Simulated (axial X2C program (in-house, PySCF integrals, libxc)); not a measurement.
## WH⁻ along the bond: PBE0, with spin–orbit coupling

Calculated with an axial X2C code built on PySCF integrals. Two-component (2c) means X2C with spin–orbit coupling and atomic mean-field two-electron Coulomb and Gaunt terms. Basis: W dyall-acv3z [14s15p10d7f4g], H dyall-av3z [7s3p2d] (cores contracted in-house); Gaussian nuclei, density fitting, unrestricted open shells. Masses: W 183.951 u, H 1.008 u.

State: Ω = 2 (⟨Sz⟩ = 1.98, ⟨Lz⟩ = 0.02 at PBE0). Dipoles are positive if H is the positive end and refer to the centre of mass.

| R (Å) | μ (D) | HOMO (eV) | LUMO (eV) |
| --- | --- | --- | --- |
| 1.513 | 2.908 | 0.75 | 1.79 |
| 1.583 | 2.852 | 0.74 | 1.79 |
| 1.635 | 2.759 | 0.73 | 1.80 |
| 1.687 | 2.628 | 0.72 | 1.80 |
| 1.739 | 2.462 | 0.70 | 1.80 |
| 1.800 | 2.233 | 0.68 | 1.81 |
| 1.861 | 1.970 | 0.66 | 1.81 |
| 1.939 | 1.591 | 0.63 | 1.82 |
| 2.035 | 1.082 | 0.59 | 1.83 |
| 2.174 | 0.285 | 0.51 | 1.84 |

Task: The minimum lies at 1.738 Å. What is the dipole moment there?

Result: At PBE0, 2c, with the sign and origin stated: μ = 2.47 D.

The state is one determinant whose occupation by symmetry is held fixed; it was picked as the lowest of a PBE0 search that is not exhaustive. Density functionals use the spin component along the axis (collinear). The highest occupied level is positive at some bond lengths even in Hartree–Fock (under at least one Hamiltonian), so the basis set holds the extra electron there; where that holds at Re the anion is at best weakly bound and its constants depend on the basis. Other states lie close and PBE0, whose exact exchange favours high spin, may order them wrongly; the determinant shown need not be the ground state. The nearest other 2c determinant of the search, Ω = 3, lies 0.20 eV up at the distance of the search. With several unpaired electrons one determinant need not be a pure state. Open-shell Ω = 0 determinants with evenly filled partner blocks cannot be reached by this program, so the Ω shown need not be the lowest component. The determinant is spin-polarised beyond a pure state at some levels (its spin-free form has ⟨S²⟩ too high), which makes Re and μ there less reliable. The LUMO of an anion is an unbound level whose energy the basis sets.
